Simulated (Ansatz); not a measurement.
`C[Se][AlH][OH]`, relaxed with RKS PBE-D4/def2-SVP in Ansatz 0.2.0 from a rough embedded geometry. The force threshold is 0.03 eV/Å; the program also tests the step.

Charge 0, multiplicity 1.

Start:

```xyz
9

C    -1.743   -0.082    0.000
Se   -0.567   -0.244   -1.471
Al    1.347   -0.357   -0.006
O     2.237    1.149    0.365
H    -1.720   -0.939    0.703
H    -1.537    0.891    0.597
H    -2.818    0.042   -0.372
H     1.845   -1.783    0.471
H     2.955    1.324   -0.286
```

(1) How much energy does the relaxation release, and in how many steps? (Estimate.)

(2) Which bonds change most? (Best estimate.)

(3) Give the relaxed structure. (An estimate is asked.)

## Answers

(1) The calculation gave: 71.35 kJ/mol, in 21 steps, 1 of them rejected.

(2) Ansatz gave: C1–Se2 from 1.890 to 1.986 Å; Se2–Al3 from 2.413 to 2.325 Å; Al3–O4 from 1.788 to 1.717 Å; C1–H6 from 1.160 to 1.105 Å.

(3) The calculation gave: 
```xyz
9

C    -1.864   -0.152    0.068
Se   -0.507    1.037   -0.761
Al    1.356   -0.073    0.076
O     2.962    0.442   -0.244
H    -1.386   -0.974    0.634
H    -2.487    0.453    0.752
H    -2.490   -0.576   -0.738
H     1.189   -1.367    0.985
H     3.227    1.210   -0.772
```
